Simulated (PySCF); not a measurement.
**Ni: excitation energy**

Ni [Ar] 3d8 4s2 (3F) → Ni [Ar] 3d9 4s1 (3D), as a difference of total energies. All numbers are calculated (PySCF 2.14, the non-relativistic Hamiltonian (point nucleus), in def2-TZVPPD). Correlated levels: valence: [Ar] frozen; valence and next inner shell: [Ne] frozen. The calculations carry no spin-orbit coupling.

```
                                method  excitation energy (eV)
                                   UHF                   1.387
                                   LDA                  -1.232
                                   PBE                  -0.889
                                  PBE0                  -0.406
                                r2SCAN                  -0.244
                               r2SCANh                  -0.115
                                 HSE06                  -0.384
                             CAM-B3LYP                  -0.419
                                  BP86                  -0.888
                         MP2 (valence)                  -0.771
                     SCS-MP2 (valence)                  -0.399
    MP2 (valence and next inner shell)                  -1.364
SCS-MP2 (valence and next inner shell)                  -0.854
```

**Question.** How much does correlation contribute at MP2 (valence and next inner shell)?

**Answer.** -1.364 − (1.387) = -2.751 eV, measured against UHF.

A first-order spin-orbit estimate (lowest level to lowest level, LS coupling) adds 0.049 eV.
